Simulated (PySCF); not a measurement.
C6H9ClN2S.
Atom-mapped SMILES: `[CH3:1][C@@H:2]([CH2:3][Cl:4])[CH2:5][c:6]1[n:7][cH:8][n:9][s:10]1`

Cartesian coordinates in Å at the GFN2-xTB level; atoms count from 1:
```xyz
19
C6H9ClN2S angstrom
C     -2.1413    1.2904   -0.0997
C     -0.8001    0.6572    0.2543
C     -0.9650   -0.4360    1.3049
Cl    -1.9232   -1.8116    0.6905
C     -0.1164    0.1107   -1.0089
C      1.2313   -0.4278   -0.7141
N      2.1305    0.1450    0.0229
C      3.2334   -0.6208    0.0742
N      3.2424   -1.7497   -0.5745
S      1.8125   -1.9568   -1.3302
H     -2.6095    1.7071    0.7886
H     -2.0059    2.0896   -0.8236
H     -2.8095    0.5454   -0.5246
H     -0.1409    1.4127    0.6947
H     -1.4919   -0.0561    2.1798
H      0.0013   -0.8391    1.6072
H     -0.7322   -0.6699   -1.4578
H     -0.0163    0.9256   -1.7318
H      4.0910   -0.3068    0.6405
```

Probes without a nucleus sit at each ring's centroid and 1 Å off its mean plane on both sides; NICS is minus the shielding there, NICSzz its component along the normal. Level: GIAO PBE0/pcSseg-1 (PySCF, non-relativistic, gas phase) on the GFN2-xTB geometry, one conformer.

Ring bond lengths (Å), with Mayer bond orders in brackets: C6–N7 1.296 (1.59), N7–C8 1.344 (1.31), C8–N9 1.302 (1.61), N9–S10 1.630 (1.17), S10–C6 1.748 (1.19).

Question: Give the NICS values of each ring in ppm.

Answer: 
```
           ring                                                       type  NICS(0)  NICS(1), two faces  NICS(1)zz, two faces  rms pucker (Å)  centre to ring atoms, mean (Å)
C6–N7–C8–N9–S10  5-membered ring with 2 N and S; formal bonds all aromatic    -13.2       -12.4 / -12.3         -30.6 / -31.0            0.00                            1.24
```

Question: What do they say, and how far can they be read as aromaticity?

Answer: 
- C6–N7–C8–N9–S10: mean NICS(1)zz -30.8 ppm, shielded. The ring is flat and has no four-coordinate atom; by the NICS criterion it is aromatic.

Question: What is the mean of the two in-plane components of NICS at the second NICS(1) probe listed for ring C6–N7–C8–N9–S10, 1 Å off the ring?

Answer: The isotropic value is a third of the trace: (3 × -12.3 − (-31.0))/2 = -3.0 ppm.

Question: How shielded are the nuclei of the rings and their hydrogens (means over atoms taken as equivalent)?

Answer: 
```json
{"atoms": "C6", "environment": "substituted aromatic carbon", "σ isotropic (ppm)": "-13.2"}
{"atoms": "N7", "environment": "pyridine-type nitrogen", "σ isotropic (ppm)": "-67.0"}
{"atoms": "C8", "environment": "aromatic CH next to a ring nitrogen", "σ isotropic (ppm)": "21.9"}
{"atoms": "N9", "environment": "pyridine-type nitrogen", "σ isotropic (ppm)": "-55.2"}
{"atoms": "S10", "environment": "ring sulfur", "σ isotropic (ppm)": "62.6"}
{"atoms": "H19", "environment": "aromatic hydrogen", "σ isotropic (ppm)": "23.10"}
```
